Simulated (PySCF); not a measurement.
Cu2I4, SMILES [I]1[Cu]([I])[I][Cu]1[I], multiplicity 3.

Coordinates come from a B3LYP-D3(BJ)/def2-SVP optimisation. The spin state was assumed, not searched. The def2 effective core potentials stand for the cores of I; spin–orbit coupling is left out.

Two levels are set side by side: PBE/def2-TZVP (PySCF) and M06-2X/def2-TZVP (PySCF). Same geometry, gas phase. Differences are taken from unrounded values.

```
quantity                  PBE
-----------------------  ----
α-spin orbital gap (eV)  4.58
β-spin orbital gap (eV)  0.25
```

Q: These are the PBE values. What does M06-2X give? (The exact figures need the calculation; the answer reports its results.)

A: 
```csv
quantity,M06-2X,PBE minus M06-2X
α-spin orbital gap (eV),8.57,-3.99
β-spin orbital gap (eV),3.74,-3.49
```

Rough cost on one machine, each run with all the roots and properties that it gave: M06-2X against PBE within a factor of 2.
